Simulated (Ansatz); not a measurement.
**Nudged elastic band run: C19O**

Input:

```yaml
crystal:
  lattice:
    - [7.398, 0.0, 0.0]
    - [-3.699, 6.406856, 0.0]
    - [0.0, 0.0, 13.0]
  atoms:
    - { symbol: C, position: [-0.0056124, 0.00100298, 0.06579967] }
    - { symbol: C, position: [0.21928508, 0.11345444, 0.06580439] }
    - { symbol: C, position: [-0.0033275, 0.33608802, 0.06579961] }
    - { symbol: C, position: [0.217054, 0.44629808, 0.06582203] }
    - { symbol: C, position: [-0.00385304, 0.66715772, 0.06580735] }
    - { symbol: C, position: [0.21756647, 0.77783673, 0.06581458] }
    - { symbol: C, position: [0.33000013, 0.00273505, 0.06579896] }
    - { symbol: C, position: [0.55042492, 0.11293276, 0.06583004] }
    - { symbol: C, position: [0.32948023, 0.33383627, 0.06582777] }
    - { symbol: C, position: [0.55089284, 0.44454683, 0.06582474] }
    - { symbol: C, position: [0.32778187, 0.66769037, 0.0658449] }
    - { symbol: C, position: [0.55261793, 0.78013836, 0.0658224] }
    - { symbol: C, position: [0.66281551, 0.00047459, 0.06579955] }
    - { symbol: C, position: [0.88419618, 0.11118726, 0.06579403] }
    - { symbol: C, position: [0.66108732, 0.33433012, 0.06582032] }
    - { symbol: C, position: [0.88597463, 0.44676713, 0.06580937] }
    - { symbol: C, position: [0.6633105, 0.66945163, 0.06581142] }
    - { symbol: C, position: [0.88368303, 0.77961246, 0.06579801] }
    - { symbol: C, position: [0.40755744, -0.06152392, 0.3154578] }
    - { symbol: O, position: [0.33798977, 0.01288342, 0.36606726] }
basis:
  ecutwfc: 420.0
kpoints:
  mp_grid: { grid: [2, 2, 1] }
hamiltonian:
  xc: pbesol
scf:
  occupations: { method: gaussian, width: 0.02 }
  lower_state_search: "off"
neb:
  images: 5
  f_tol: 0.03
  initial_path: idpp
  max_iterations: 33
  final_atoms:
    - { symbol: C, position: [-0.00385116, 0.00047459, 0.06579955] }
    - { symbol: C, position: [0.21752951, 0.11118726, 0.06579403] }
    - { symbol: C, position: [-0.00557935, 0.33433012, 0.06582032] }
    - { symbol: C, position: [0.21930796, 0.44676713, 0.06580937] }
    - { symbol: C, position: [-0.00335617, 0.66945163, 0.06581142] }
    - { symbol: C, position: [0.21701636, 0.77961246, 0.06579801] }
    - { symbol: C, position: [0.32772093, 0.00100298, 0.06579967] }
    - { symbol: C, position: [0.55261841, 0.11345444, 0.06580439] }
    - { symbol: C, position: [0.33000583, 0.33608802, 0.06579961] }
    - { symbol: C, position: [0.55038733, 0.44629808, 0.06582203] }
    - { symbol: C, position: [0.32948029, 0.66715772, 0.06580735] }
    - { symbol: C, position: [0.5508998, 0.77783673, 0.06581458] }
    - { symbol: C, position: [0.66333346, 0.00273505, 0.06579896] }
    - { symbol: C, position: [0.88375825, 0.11293276, 0.06583004] }
    - { symbol: C, position: [0.66281356, 0.33383627, 0.06582777] }
    - { symbol: C, position: [0.88422617, 0.44454683, 0.06582474] }
    - { symbol: C, position: [0.6611152, 0.66769037, 0.0658449] }
    - { symbol: C, position: [0.88595126, 0.78013836, 0.0658224] }
    - { symbol: C, position: [0.74089077, -0.06152392, 0.3154578] }
    - { symbol: O, position: [0.6713231, 0.01288342, 0.36606726] }
  order_check: true
```

Command:

```bash
$ ansatz run input.yaml --threads 1 --pin off --max-ram 3072MiB --backend cpu --events-out ev --progress --plain --runs-dir out
```

Output, in part (warnings, iteration lines):

```
NEB end point (image 0): max|allowed force component| = 1.551e-2 eV/Å (the criterion of neb.relax_end_points is 1.000e-2)
NEB end point (image 6): max|allowed force component| = 1.553e-2 eV/Å (the criterion of neb.relax_end_points is 1.000e-2)
NEB iter   1: max|band force component| = 5.481e0 eV/Å  barrier→ = 0.2044 eV  barrier← = 0.2044 eV  Δτ_max = 0.0507 Å  (63 SCF iters)
NEB iter   2: max|band force component| = 2.289e-1 eV/Å  barrier→ = 0.0124 eV  barrier← = 0.0124 eV  CI = image 3  Δτ_max = 0.0725 Å  (40 SCF iters)
NEB iter   3: max|band force component| = 8.385e-2 eV/Å  barrier→ = 0.0084 eV  barrier← = 0.0084 eV  CI = image 3  Δτ_max = 0.0654 Å  (38 SCF iters)
NEB iter   4: max|band force component| = 1.799e-2 eV/Å  barrier→ = 0.0075 eV  barrier← = 0.0075 eV  CI = image 3  CI's point: of a kind that is not told: the force calls were inconclusive, a negative curvature could not be distinguished from the path's own, the only one lies far off the path, or fixed occupations may fill a level only in part  Δτ_max = 0.0000 Å  (395 SCF iters)
```

The run converged. The top lies less than 8 meV above the higher end, about what the thresholds resolve: that end is a shoulder or a very shallow well. By the program's own check the climbing image is of a kind that is not told: the force calls were inconclusive, a negative curvature could not be distinguished from the path's own, the only one lies far off the path, or fixed occupations may fill a level only in part (lowest curvatures found: -0.30 and 0.06 eV/Å²). Limits of this set-up: slab without dipole correction, no dispersion correction for a molecule that may bind weakly.

Final band:

```csv
image,path coordinate (Å),energy (eV)
0,0.00,0.000
1,0.55,0.001
2,1.10,0.006
3,1.65,0.008
4,2.24,0.005
5,2.83,0.002
6,3.42,0.000
```

The run took 8.2 min on 1 thread of Arm Neoverse V2, with other jobs on the host, peak memory 1.1 GiB.
